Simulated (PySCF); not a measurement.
## C4H14O2Si3: full NMR table

- Formula: C4H14O2Si3
- SMILES: O=C(O)CCC([SiH3])([SiH3])[SiH3]
- Point group of the computed structure: C1
- Degrees of unsaturation: 1
- Carbon signals: 4
- Proton signals: 4

Bonds (- single, = double, # triple, : aromatic): O1=C2, C2-O3, C2-C4, C4-C5, C5-C6, C6-Si7, C6-Si8, C6-Si9. O3 carries H10; C4 carries H11, H12; C5 carries H13, H14; Si7 carries H15, H16, H17; Si8 carries H18, H19, H20; Si9 carries H21, H22, H23.

Computed data (PySCF 2.14.0 with density-fitted response routines): coordinates at the GFN2-xTB level, shielding tensors at PBE0/pcSseg-1 (GIAO). Relativity neglected, no solvent model, one computed conformer, equivalent nuclei averaged.

Shifts are taken against calculated references (same method and geometry level): TMS for 1H, 13C, 29Si; 17O against H2O.

```tsv
carbon	δC, type	δH (multiplicity)	HMBC from (2–3 bonds)	span of the C tensor (ppm)
C2	178.1, C	–	H11/H12, H13/H14	175
C4	37.8, CH2	2.43 (t)	H13/H14	35
C5	36.5, CH2	2.06 (t)	H15/H16/H17/H18/H19/H20/H21/H22/H23, H11/H12	31
C6	-5.7, C	–	H15/H16/H17/H18/H19/H20/H21/H22/H23, H11/H12, H13/H14	35
```

Other nuclei:
```json
{"atoms": "H10", "nucleus": "1H", "environment": "hydrogen on an acid hydroxyl oxygen", "δ (ppm)": "5.99", "σ (ppm)": "25.72"}
{"atoms": "H15/H16/H17/H18/H19/H20/H21/H22/H23", "nucleus": "1H", "environment": "hydrogen on a silicon bonded to C", "δ (ppm)": "4.01", "σ (ppm)": "27.70"}
{"atoms": "Si7/Si8/Si9", "nucleus": "29Si", "environment": "silicon bonded to C, 3 H", "δ (ppm)": "-62.3", "σ (ppm)": "411.4"}
{"atoms": "O1", "nucleus": "17O", "environment": "carbonyl oxygen", "δ (ppm)": "441.4", "σ (ppm)": "-105.3"}
{"atoms": "O3", "nucleus": "17O", "environment": "acid hydroxyl oxygen", "δ (ppm)": "212.4", "σ (ppm)": "123.6"}
```

Carbon types of the structure: 2 × C, 2 × CH2, leaving 10 H on heteroatoms. δC 178.1: carboxylic acid carbon; lone-pair donation from the attached heteroatom keeps it upfield of a ketone carbonyl. δC 36.5: sp3 CH2; saturated and bonded to C and H only. δC -5.7: fully substituted sp3 carbon bonded to 3 Si; an electropositive neighbour leaves it electron-rich and shielded. δH 5.99: hydrogen on an acid hydroxyl oxygen; exchangeable, gas-phase position. δH 2.43: hydrogen on an sp3 CH2 α to a carbonyl; α to C=O.

Exchangeable OH/NH protons stand at their gas-phase positions; hydrogen bonding in a real sample shifts them, mostly to higher δ. Shifts are as computed. Against solution values, carbons near 30 ppm lie about +3 ppm off and those near 130 ppm about +5 ppm. Of 1211 compounds with measured shifts, 218 miss one by over three times the rms of a fit or turn the order of signals round; such compounds aren't used in these exercises. In solution the two oxygens of a carboxylic acid exchange roles by proton transfer and give one 17O line. Hydrogen bonding in solution shields acid and N–H amide carbonyl oxygens by tens of ppm. Hydrogen bonding in solution deshields acid and N–H amide carbonyl carbons by as much as 10 ppm beyond these values. Unscaled 17O shifts of doubly bonded oxygen tend to come out too high, by tens of ppm or more. Experimental scales use liquid or dissolved standards, which lie at an offset from isolated H2O (liquid H2O: subtract about 36 ppm). No couplings were computed; multiplicities are counted from neighbouring protons, with m where these are inequivalent, close in shift, in a saturated or five-membered ring or joined by F or P, and br s for small geminal =CH2 splittings.
